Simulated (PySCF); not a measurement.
Compound: C2H6GeOSi.
Cartesian coordinates in Å at the PBE0-D3(BJ)/def2-SVP level; atoms count from 1:
```xyz
11
C2H6GeOSi angstrom
C      0.120    1.540    0.088
C     -1.066    0.897   -0.031
Si    -1.018   -0.955   -0.131
Ge     1.351   -0.871    0.052
O      1.326    0.979    0.141
H      0.176    2.636    0.154
H     -1.975    1.504   -0.061
H     -1.497   -1.549   -1.416
H     -1.678   -1.682    0.996
H      2.241   -1.194   -1.159
H      2.048   -1.319    1.346
```

Method used: PBE0-D3(BJ)/def2-SVP geometry optimisation, gas phase in PySCF 2.14.0.

Masses are those of the commonest isotopes; rigid-rotor values at the optimised geometry. 

Question: Give the principal moments of inertia and the rotational constants in cm⁻¹.

Answer: Ia = 132.74, Ib = 198.29, Ic = 318.74 u·Å²; 505379 MHz·u·Å²/I gives 3807, 2549 and 1586 MHz, that is A = 0.12699, B = 0.08502, C = 0.05289 cm⁻¹.

Question: Classify the top.

Answer: An asymmetric top. Ray's parameter κ = (2B − A − C)/(A − C) = -0.133; −1 is the prolate and +1 the oblate limit.

Question: What does the inertial defect say?

Answer: Not planar: Δ = Ic − Ia − Ib = -12.30 u·Å². For a rigid frame Δ = −2 Σ m c², so Σ m c² = 6.15 u·Å² lies off the ab plane, practically all of it from hydrogen. The atom farthest from that plane is 1.26 Å away.

Question: Where do the levels up to J = 2 lie, in MHz?

Answer: Above 0(0,0):
J = 1: 1(0,1) 4134, 1(1,1) 5393, 1(1,0) 6356
J = 2: 2(0,2) 12024, 2(1,2) 12698, 2(1,1) 15588, 2(2,1) 19363, 2(2,0) 19742
The levels of one J sum to (2J + 1)J(J + 1)(A + B + C)/3.

Question: Predict some low-J microwave lines.

Answer: The dipole components are |μa| = 0.10 D, |μb| = 0.86 D, |μc| = 0.00 D; the mirror of this Cs structure is the ab plane, so μc vanishes by symmetry (the 0.01 D computed is a residue) and there are no c-type lines. The squared components, which scale the intensities, stand as 0.01 : 1.00 (a : b). Some of the stronger lines:

```tsv
type	branch	J(Ka,Kc)	MHz	lower level (cm⁻¹)
b	Q	1(1,0) ← 1(0,1)	2222	0.138
b	Q	4(2,2) ← 4(1,3)	5380	1.551
b	R	1(1,1) ← 0(0,0)	5393	0.000
b	R	2(0,2) ← 1(1,1)	6631	0.180
b	Q	5(2,3) ← 5(1,4)	7705	2.241
b	R	2(1,2) ← 1(0,1)	8564	0.138
b	Q	4(1,3) ← 4(0,4)	9077	1.249
b	Q	4(3,2) ← 4(2,3)	9757	1.601
b	R	3(1,2) ← 2(2,1)	9765	0.646
b	R	5(3,2) ← 4(4,1)	11607	2.318
b	Q	5(4,2) ← 5(3,3)	11979	2.636
b	Q	5(2,4) ← 5(1,5)	13026	1.828
b	Q	5(5,0) ← 5(4,1)	14718	3.042
b	R	4(1,3) ← 3(2,2)	14741	1.060
b	R	5(2,3) ← 4(3,2)	17122	1.926
b	R	5(0,5) ← 4(1,4)	17268	1.251
b	R	5(1,5) ← 4(0,4)	17381	1.249
b	R	4(2,3) ← 3(1,2)	18868	0.972
b	R	5(4,2) ← 4(3,1)	32597	1.948
b	R	5(5,1) ← 4(4,0)	36383	2.319
b	R	5(5,0) ← 4(4,1)	36410	2.318
b	R	5(2,3) ← 4(1,4)	37358	1.251
```

Question: Estimate the classical rotational partition function at 10 K, 100 K and 298.15 K.

Answer: Point group Cs, symmetry number σ = 1; q = (√π/σ)·√((kT/h)³/(ABC)), k/h = 20836.6 MHz/K: 1360 at 10 K, 43000 at 100 K, 221000 at 298.15 K.

Stationary, but not proved a minimum. Zero-point vibration and centrifugal distortion are left out.
